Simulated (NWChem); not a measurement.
Species: selenium dioxide (SeO₂); SMILES O=[Se]=O

```xyz
3

O      1.3711     0.0000    -0.6039
Se     0.0000     0.0000     0.2658
O     -1.3711     0.0000    -0.6039
```
Atoms are numbered in this order, from 1.

Coordinates come from a B3LYP/6-31G* (spherical d) optimisation.

Spin-orbit effects, on the heavy nuclei and on their neighbours, are missing.

Problem. Give the principal values of the shielding tensors (ppm) of O1, Se2 from PBE/x2c-SVPall-s, scalar ZORA without spin-orbit coupling, GIAO (NWChem), with their diamagnetic and paramagnetic parts as GIAO splits them.

Solution. 
| atom | σ11 | σ22 | σ33 | isotropic | diamagnetic | paramagnetic |
|---|---|---|---|---|---|---|
| O1 | -1385.1 | -677.7 | 63.9 | -666.3 | 397.8 | -1064.1 |
| Se2 | -950.3 | -385.0 | 168.6 | -388.9 | 2986.9 | -3375.8 |
